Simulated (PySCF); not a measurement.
# Relaxation of triplet AuCl3

All numbers come from PySCF, UB3LYP, basis Au def2-SVP with ECP60, Cl def2-SVP (scalar-relativistic core potentials, no spin–orbit coupling, density fitting). A (50,194) grid was used.

A hand-made T-shaped start, of C2v symmetry, held to at least that symmetry:

Coordinates in bohr (charge 0 multiplicity 3):
```
Au    0.0000    0.0000   -0.5222
Cl    0.0000    0.0000    3.6919
Cl    4.2114    0.0000   -0.3752
Cl   -4.2114    0.0000   -0.3752
```

(1) What does it relax to?

(2) How much energy is released, and in how many steps?

Answers

(1) It ends at C2v with Au–Cl 2.300 Å (×2), Au–Cl 2.562 Å; Cl–Au–Cl 86.2° (×2), Cl–Au–Cl 172.4° (after a last refinement on a finer grid). A frequency run shows 1 imaginary mode, down to 69i cm⁻¹, so it is a saddle point. Other isomers or separated fragments may lie lower.

(2) 58.3 kJ/mol in 9 steps.

Open d and f shells are described by one determinant, and the ground state may have another occupation or spin. At this level a singlet minimum of C2v symmetry lies 58 kJ/mol below this structure. Spin–orbit coupling, left out here, can matter for elements this heavy.
